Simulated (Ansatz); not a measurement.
Geometry optimisation, RKS PBE0/def2-SVP in Ansatz 0.2.0.

input.yaml

```yaml
crystal:
  periodic: [false, false, false]
  atoms:
    - { symbol: Ge, position_ang: [0.0, 0.0, 0.0] }
    - { symbol: F, position_ang: [0.0, 0.0, 2.03] }
    - { symbol: H, position_ang: [1.4616, 0.0, -0.5162] }
    - { symbol: F, position_ang: [-0.7913, 1.3709, -0.5594] }
    - { symbol: H, position_ang: [-0.73, -1.2648, -0.5162] }
    - { symbol: Br, position_ang: [-2.5622, 0.0082, 0.8514] }
    - { symbol: H, position_ang: [-1.1858, 0.0038, 1.9769] }
basis:
  gaussian: { orbitals: def2-SVP }
hamiltonian:
  xc: pbe0
relax:
  f_tol: 0.15
  max_steps: 25
  restrain:
    - { distance: [0, 5], at: 2.4, k: 30.0 }
    - { distance: [6, 1], at: 0.92, k: 30.0 }
    - { distance: [0, 1], at: 2.88, k: 30.0 }
    - { distance: [6, 5], at: 2.75, k: 30.0 }
```

Launched with:

```bash
$ ansatz run input.yaml --threads 2 --pin off --max-ram 3072MiB --backend cpu --events-out ev --progress --plain --runs-dir out
```

**Question.** Where does it end, and by what steps?

**Answer.** It converged. The restraints hold the end off the free minimum. After 15 steps the energy has fallen by 2.009 eV (the restraints' own energy left out); H3 moved furthest, 1.50 Å. Parted: Ge1–F2 (2.03 → 2.88 Å). Joined: F2–H7 (1.19 → 0.92 Å).

| step | energy less start (eV) | largest force component (eV/Å) | accepted |
| --- | --- | --- | --- |
| 0 | 0.0000 | 2.281 | yes |
| 1 | 0.2967 | 2.420 | yes |
| 2 | 0.5356 | 2.867 | yes |
| 3 | 0.1486 | 1.921 | yes |
| 4 | -0.4648 | 2.177 | yes |
| 5 | -1.0396 | 0.808 | yes |
| 6 | -1.4454 | 0.901 | yes |
| 7 | -1.6677 | 0.845 | yes |
| 8 | -1.7570 | 0.789 | yes |
| 9 | -1.8307 | 0.713 | yes |
| 10 | -1.8869 | 0.702 | yes |
| 11 | -1.9681 | 0.671 | yes |
| 12 | -2.0026 | 0.667 | yes |
| 13 | -1.9910 | 0.599 | no |
| 14 | -2.0078 | 0.644 | yes |
| 15 | -2.0091 | 0.643 | yes |

```xyz
7
Properties=species:S:1:pos:R:3
Ge -0.439 0.211 -0.339
F 0.116 -0.818 2.293
H 0.698 1.031 0.260
F -0.724 0.847 -1.929
H -0.319 -1.302 -0.489
Br -2.432 0.691 0.863
H -0.708 -0.543 2.608
```

Run time: 42 s on 2 threads of Arm Neoverse V2, with other jobs on the host, peak memory 0.27 GiB.
